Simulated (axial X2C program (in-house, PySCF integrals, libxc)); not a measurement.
# Testing model relations on TaH

A bond curve at the CCSD(T) level, two-component, was computed with an axial X2C code built on PySCF integrals (basis Ta dyall-cv3z [13s14p9d7f4g], H dyall-v3z [6s2p1d] (cores contracted in-house)) for the state Ω = 1 (⟨Sz⟩ = 1.98, ⟨Lz⟩ = -0.98 at HF). Its fit gives Re = 1.8061 Å, ωe = 1736.6 cm⁻¹, ωexe = 25.2 cm⁻¹ and αe = 1.176e-01 cm⁻¹; the masses are 180.9480 and 1.0078 u. Two-component means X2C with spin–orbit coupling and atomic mean-field Coulomb and Gaunt terms.

Correlated methods: 6 electrons correlated (number of frozen shells: Ta 5 s, 4 p, 2 d, 1 f; H none), 248 virtual spin orbitals or spinors in MP2, 76 natural virtuals in coupled cluster.

Find the reduced mass, Be and the force constant.

From the CCSD(T) values: μ = 1.0022 u. Be = 16.8576/(μ Re²) = 5.156 cm⁻¹. k = 5.8918×10⁻⁷ μ ωe² = 1.78 mdyn/Å.

Scale the constants to the deuteride (D 2.0141 u) within the Born–Oppenheimer picture.

ρ = √(μH/μD) = 0.7093; ωe = 1231.8, ωexe = 12.7, Be = 2.594 cm⁻¹; the zero-point energy falls by 249 cm⁻¹.

Where do the fundamental and the first overtone lie?

ν(1←0) = ωe − 2ωexe = 1686.2 cm⁻¹; ν(2←0) = 2ωe − 6ωexe = 3322.0 cm⁻¹.

Estimate the centrifugal constant by the Kratzer relation.

D = 4Be³/ωe² = 1.82e-04 cm⁻¹.

A Morse curve ties αe to the other constants (Pekeris). How well does that hold?

αe(Morse) = 6Be²/ωe × (√(ωexe/Be) − 1) = 1.112e-01 cm⁻¹; the CCSD(T) curve gives 1.176e-01 cm⁻¹, a ratio of 0.95.

One determinant describes the state; a PBE0 search over occupations chose it and may have missed a lower one. Coupled cluster ran in a truncated set of natural virtual spinors; the MP2 energy of the rest was added. (T) has no such correction and the atoms are truncated less, which lowers De at CCSD(T) by a hundredth of an eV or more. With several unpaired electrons one determinant need not be a pure state. The outer-core s and p shells of the metal are frozen in the correlated rows, which leaves out core–valence correlation; for alkali and alkaline-earth bonds that tends to lengthen them. Open-shell Ω = 0 determinants with evenly filled partner blocks cannot be reached by this program, so the Ω shown need not be the lowest component. With the outer-core shells frozen, correlated bond lengths of heavy atoms tend to come out a few hundredths of an ångström too long. The lowest spin-free determinant has another configuration (M_S = 2, Λ = 2), so the order of states is uncertain and this need not be the ground state.
